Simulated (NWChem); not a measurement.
**Cl2Ge**

```xyz
3

Ge     0.0000     0.0000    -0.7250
Cl    -1.7098     0.0000     0.6823
Cl     1.7098     0.0000     0.6823
```
Charge 0, spin multiplicity 1.

Everything below was run with NWChem. All single points use one geometry, from PBE/def2-SVP, a minimum by its harmonic frequencies.

Symmetry labels belong to the abelian group C2v used in the runs, with the axes of the coordinates shown.

The Hamiltonian is non-relativistic. B3LYP has NWChem's definition, with VWN1-RPA local correlation. The structure started from a generated list of species.

Q: List the lowest 6 singlet excitations that TD-B3LYP/def2-SVPD, VWN1-RPA local correlation gives, with oscillator strengths.

A: 
```tsv
state	symmetry	energy (eV)	wavelength (nm)	f
1	b2	3.80	326	0.015
2	a2	4.14	299	0.000
3	b1	4.89	254	0.032
4	b2	5.30	234	0.009
5	a1	5.56	223	0.004
6	a2	6.20	200	0.000
```
